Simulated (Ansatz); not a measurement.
Consider the homolysis of the C–C bond: `CBCCF` → `[CH2]BC`• + `[CH2]F`•.

Program: Ansatz. Geometries: PBE0-D4/def2-TZVP. ΔE: electronic, gas phase. CCSD(T)/CBS adds triple-zeta CCSD(T) − MP2 to the extrapolated MP2 energy (def2 sets, frozen cores). This one scheme is used for every species. No spin–orbit coupling; open shells (•) take unrestricted orbitals. Each species was taken in one conformer, which may not be the lowest.

`CBCCF`:

Z-matrix (Å, degrees):
```
C
B 1 1.558
H 1 1.094 2 112.3
H 1 1.101 2 105.9 3 -113.6
H 1 1.091 2 116.5 3 127.4
C 2 1.563 1 125.6 3 -142.1
H 2 1.202 1 118.0 3 40.3
C 6 1.503 2 117.7 1 2.0
H 6 1.100 2 107.4 1 -122.6
H 6 1.100 2 107.3 1 126.5
F 8 1.389 6 110.9 2 -179.7
H 8 1.095 6 111.6 2 -60.4
H 8 1.095 6 111.6 2 61.0
```

`[CH2]BC`•:

Cartesian coordinates in Å:
```
C -1.310 0.615 0.481
B -0.381 -0.389 -0.206
C 1.171 -0.227 -0.235
H -0.942 1.506 0.987
H -2.391 0.507 0.509
H -0.875 -1.345 -0.744
H 1.555 0.664 0.267
H 1.646 -1.109 0.213
H 1.528 -0.222 -1.273
```

`[CH2]F`•:

Cartesian coordinates in Å:
```
C -0.061 -0.110 0.075
F -0.525 0.905 -0.649
H 0.270 0.151 1.071
H 0.316 -0.947 -0.497
```

```tsv
species	HF/CBS(def2) energy (Eh)
`CBCCF`	-242.48956
`[CH2]BC`•	-103.92100
`[CH2]F`•	-138.47632
```

Problem. Work out ΔE.

Solution. ΔE = (-103.92100) + (-138.47632) − (-242.48956) = 0.09224 Eh = +57.9 kcal/mol. CCSD(T)/CBS gives +89.7 kcal/mol.

Largest T1 diagnostic among the species: 0.015.

The D4 term adds +2.7 kcal/mol with B3LYP and +1.5 kcal/mol with PBE0; it sums over pairs of atoms, weighted by their polarisabilities, and B3LYP, whose exchange is more repulsive, gets the larger term. In def2-TZVPP, CCSD(T) changes the Hartree–Fock value by +29.4 kcal/mol (the triples alone add +2.5 kcal/mol) and MP2 by +34.0 kcal/mol; breaking electron pairs costs correlation energy, which Hartree–Fock lacks.

B3LYP here is the variant with VWN-RPA as its local correlation; programs differ in this.
